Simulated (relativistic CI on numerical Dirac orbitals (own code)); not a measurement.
**One change at a time: Ar I**

Base calculation: Dirac-Coulomb-Breit CI, orbitals from a KLI potential per configuration, QED by a radiative potential, valence Slater integrals scaled by 0.85, P86 correlation energy added to each configuration.

Configuration list (outside the closed core [Ne]): 3s²3p⁶, 3s²3p⁵4s, 3s²3p⁵4p, 3s²3p⁵3d, 3s²3p⁵5s, 3s²3p⁵5p, 3s²3p⁵4d, 3s²3p⁵4f, 3s²3p⁵5d, 3s²3p⁵5f, 3s²3p⁵5g, 3s3p⁶3d. Double excitations out of closed p, d and f shells are left out; levels of such configurations are missing from the list, as are those of other unlisted configurations, and high levels can miss mixing partners.

The lowest level and the first level of each name with at least 55 % of one term (blank where a level has no safe partner in the second run):

```csv
Level,Base (cm⁻¹),Shift (cm⁻¹)
3s²3p⁶ ¹S0,0.0,0.0
3s²3p⁵4s ³P°2,92989.4,-79.2
3s²3p⁵4s ³P°1,93594.5,-28.8
3s²3p⁵4s ³P°0,94427.6,-76.5
3s²3p⁵4s ¹P°1,95233.8,+131.3
3s²3p⁵4p ³S1,103305.5,-261.7
3s²3p⁵4p ³D3,104318.5,-65.4
3s²3p⁵4p ³D2,104477.0,-38.4
3s²3p⁵4p ³P2,105027.6,+49.0
3s²3p⁵4p ³P0,105872.5,+135.6
3s²3p⁵4p ³P1,106300.2,+75.7
3s²3p⁵4p ¹S0,107845.6,+458.9
3s²3p⁵3d ³P°0,111728.6,-149.6
3s²3p⁵3d ³P°1,111854.7,-141.2
3s²3p⁵3d ³P°2,112096.8,-126.7
3s²3p⁵3d ³F°4,112276.3,-75.7
3s²3p⁵3d ³F°3,112503.9,-49.3
3s²3p⁵5s ³P°2,112793.6,-9.6
3s²3p⁵3d ³D°3,112990.1,+45.8
3s²3p⁵3d ³D°1,113423.8,+187.3
3s²3p⁵5s ³P°0,114199.5,-13.7
3s²3p⁵5p ³S1,116107.0,-73.3
```

Correlation outside the listed configurations is missing or only estimated: errors of thousands of cm⁻¹ between configurations and terms are usual at this charge. Rates and lifetimes follow the computed energies and can be off by large factors. The fine structure of a lone outer electron comes out too small, for d and f at times inverted, and misplaced configurations move strength between like terms. 30 of the 30 excited levels that our extract of the measured tables holds in this range could be paired (the sources list more); they are missed by 669 cm⁻¹ on average and 1210 at most, and levels without a partner can miss by more.

Task: One thing was changed in a second run, which moved the levels as shown. Which?
A. Slater integrals left unscaled
B. one mean potential for all configurations
C. QED terms removed
D. no correlation estimate
E. configuration mixing switched off
F. Breit term removed

Result: A. Slater integrals left unscaled. Scaling acts on the splittings between terms and on the mixing, and leaves the fine structure of pure LS terms nearly alone; in jj coupling it moves the levels of one term differently.

LS names give the leading component of a level, which can be under half, so a name can repeat, a term be missing and a line seem to break the LS rules.
